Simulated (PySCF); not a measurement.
B(F)(Cl)(OH) (BClFHO), SMILES FB(O)Cl. Geometry optimised at B3LYP-D3(BJ)/def2-SVP. One conformer was computed; it need not be the lowest.

Method: B3LYP-D3(BJ)/def2-SVP (PySCF 2.14.0).

Harmonic wavenumbers (cm⁻¹): 346, 412, 512, 626, 675, 994, 1282, 1467, 3835. Rotational constants (GHz): 10.42, 4.589, 3.186; symmetry number 1.

Task: Work out the zero-point energy and the ideal-gas rigid-rotor harmonic-oscillator thermochemistry at 298.15 K and 1 atm.

Result: ZPE = ½ Σ hcν = ½ × 10148 cm⁻¹ = 14.51 kcal/mol. H − E(el) = 17.63 kcal/mol. Entropy in cal/(mol K): translation 39.14, rotation 25.16, vibration 3.62, total 67.91. G − E(el) = -2.62 kcal/mol. Cp = 14.68 cal/(mol K).
